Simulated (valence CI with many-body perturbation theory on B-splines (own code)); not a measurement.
The numbers below are computed, except where a source is named.
Ir XLVI: what the settings do

Method: relativistic CI+MBPT: four valence electrons over a frozen Dirac-Fock core [Ar] 3d10, a basis of 6 s, 6 p, 5 d, 3 f, 1 g functions for each j, with the one-electron correlation potential Σ1, the two-electron term Σ2, the three-electron term Σ3, Breit, model QED; selected CI, second order for the rest, scaled by the run's own slope (own B-spline code, finite nucleus).

The last digits are not significant, and no measured levels were compared; by estimate large intervals hold to a few tenths of a per cent, small ones and those within an open d or f shell to about a per cent.

The reference run has the lowest level (4s^2 4p1/2^2) J=0 and an ionisation energy of 2437.03 eV. Its largest variational space holds 9996 state functions.

Levels are named by their leading jj configuration (3d3/2^4 stands for four electrons in 3d with j = 3/2), which in mixed levels can hold well under half, so a name can repeat and another be missing. Letters in brackets count levels of one name in rising energy.

Changed runs:
A. screening of Σ1 on → off
B. cutoff of virtual states (hartree) 11858 → 15960
C. scale of Σ2 1 → 0.8; averaging of valence orbitals over low configurations on → off
D. start configuration 4s2 4p2 → 4s4 (bad on purpose)

Excitation energies of the reference run in cm⁻¹, and shifts in cm⁻¹:

```
                     Level  Reference      A        B      C
    (4s^2 4p1/2 4p3/2) J=1     921112   +127     +7.2   -362
    (4s^2 4p1/2 4p3/2) J=2     957908   +128     +7.2   -263
    (4s 4p1/2^2 4p3/2) J=2    1759080   +108     -0.9   -495
    (4s 4p1/2^2 4p3/2) J=1    1884620   +108     -0.5   +462
        (4s^2 4p3/2^2) J=2    1906890   +255      +14   -576
        (4s^2 4p3/2^2) J=0    1986160   +255      +14   -342
    (4s^2 4p1/2 4d3/2) J=2    2241980    +63      +12   -139
    (4s^2 4p1/2 4d3/2) J=1    2399600    +67      +11  +1576
    (4s^2 4p1/2 4d5/2) J=2    2502260   +136      +11   +111
    (4s^2 4p1/2 4d5/2) J=3    2519420   +123      +12   +263
(4s 4p1/2 4p3/2^2) J=2 [a]    2678200   +211     +7.2   -207
    (4s 4p1/2 4p3/2^2) J=3    2738970   +225     +6.9   -367
    Ionisation energy (eV)    2437.03  +0.08  +0.0015  -0.05
```

Run D: It gave no result: a shell was given more electrons than it holds. The program said: "a valence shell holds more than 4l+2 electrons".
